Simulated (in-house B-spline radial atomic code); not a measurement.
Inner levels of bismuth as electrons are removed. A shift is the extra binding of the orbital against the neutral atom ([Xe] 4f14 5d10 6s2 6p3). The density at the nucleus is averaged over the nuclear charge. Computed with an all-electron radial atomic-structure program (B-spline basis): Dirac-Hartree-Fock, average of the configuration, finite nuclei.

```json
{"ion": "Bi66+", "configuration": "[Ne] 3s2 3p5", "shift of 1s1/2 (eV)": "5460.21", "shift of 2p3/2 (eV)": "5266.43", "shift of 2p1/2 (eV)": "5310.98", "radius of 1s1/2 (bohr)": "0.01579", "radius of 2p3/2 (bohr)": "0.062122", "radius of 2p1/2 (bohr)": "0.0534", "Σ<r²> (bohr²)": "0.242", "change of density at nucleus (bohr⁻³)": "-7431.61"}
{"ion": "Bi67+", "configuration": "[Ne] 3s2 3p4", "shift of 1s1/2 (eV)": "5688.11", "shift of 2p3/2 (eV)": "5459.29", "shift of 2p1/2 (eV)": "5508.93", "radius of 1s1/2 (bohr)": "0.015788", "radius of 2p3/2 (bohr)": "0.062055", "radius of 2p1/2 (bohr)": "0.053351", "Σ<r²> (bohr²)": "0.21119", "change of density at nucleus (bohr⁻³)": "-7087.23"}
{"ion": "Bi68+", "configuration": "[Ne] 3s2 3p3", "shift of 1s1/2 (eV)": "5918.09", "shift of 2p3/2 (eV)": "5653.63", "shift of 2p1/2 (eV)": "5708.44", "radius of 1s1/2 (bohr)": "0.015786", "radius of 2p3/2 (bohr)": "0.061987", "radius of 2p1/2 (bohr)": "0.0533", "Σ<r²> (bohr²)": "0.1809", "change of density at nucleus (bohr⁻³)": "-6749.43"}
{"ion": "Bi69+", "configuration": "[Ne] 3s2 3p2", "shift of 1s1/2 (eV)": "6150.14", "shift of 2p3/2 (eV)": "5849.43", "shift of 2p1/2 (eV)": "5909.51", "radius of 1s1/2 (bohr)": "0.015784", "radius of 2p3/2 (bohr)": "0.061918", "radius of 2p1/2 (bohr)": "0.053249", "Σ<r²> (bohr²)": "0.15112", "change of density at nucleus (bohr⁻³)": "-6418.59"}
{"ion": "Bi70+", "configuration": "[Ne] 3s2 3p1", "shift of 1s1/2 (eV)": "?", "shift of 2p3/2 (eV)": "?", "shift of 2p1/2 (eV)": "?", "radius of 1s1/2 (bohr)": "?", "radius of 2p3/2 (bohr)": "?", "radius of 2p1/2 (bohr)": "?", "Σ<r²> (bohr²)": "?", "change of density at nucleus (bohr⁻³)": "?"}
{"ion": "Bi71+", "configuration": "[Ne] 3s2", "shift of 1s1/2 (eV)": "?", "shift of 2p3/2 (eV)": "?", "shift of 2p1/2 (eV)": "?", "radius of 1s1/2 (bohr)": "?", "radius of 2p3/2 (bohr)": "?", "radius of 2p1/2 (bohr)": "?", "Σ<r²> (bohr²)": "?", "change of density at nucleus (bohr⁻³)": "?"}
{"ion": "Bi72+", "configuration": "[Ne] 3s1", "shift of 1s1/2 (eV)": "6850.35", "shift of 2p3/2 (eV)": "6442.25", "shift of 2p1/2 (eV)": "6518.47", "radius of 1s1/2 (bohr)": "0.015778", "radius of 2p3/2 (bohr)": "0.061711", "radius of 2p1/2 (bohr)": "0.053094", "Σ<r²> (bohr²)": "0.064431", "change of density at nucleus (bohr⁻³)": "-52164.9"}
{"ion": "Bi73+", "configuration": "[He] 2s2 2p6", "shift of 1s1/2 (eV)": "7081.98", "shift of 2p3/2 (eV)": "6640.28", "shift of 2p1/2 (eV)": "6721.91", "radius of 1s1/2 (bohr)": "0.015777", "radius of 2p3/2 (bohr)": "0.061644", "radius of 2p1/2 (bohr)": "0.053043", "Σ<r²> (bohr²)": "0.036179", "change of density at nucleus (bohr⁻³)": "-99358.9"}
```

Fill in the row of Bi70+.

shift of 1s1/2 (eV): 6384.27; shift of 2p3/2 (eV): 6046.71; shift of 2p1/2 (eV): 6112.15; radius of 1s1/2 (bohr): 0.015782; radius of 2p3/2 (bohr): 0.061848; radius of 2p1/2 (bohr): 0.053197; Σ<r²> (bohr²): 0.12186; change of density at nucleus (bohr⁻³): -6094.91.

Fill in the row of Bi71+.

shift of 1s1/2 (eV): 6620.47; shift of 2p3/2 (eV): 6245.46; shift of 2p1/2 (eV): 6316.36; radius of 1s1/2 (bohr): 0.015779; radius of 2p3/2 (bohr): 0.061777; radius of 2p1/2 (bohr): 0.053144; Σ<r²> (bohr²): 0.09309; change of density at nucleus (bohr⁻³): -5778.79.
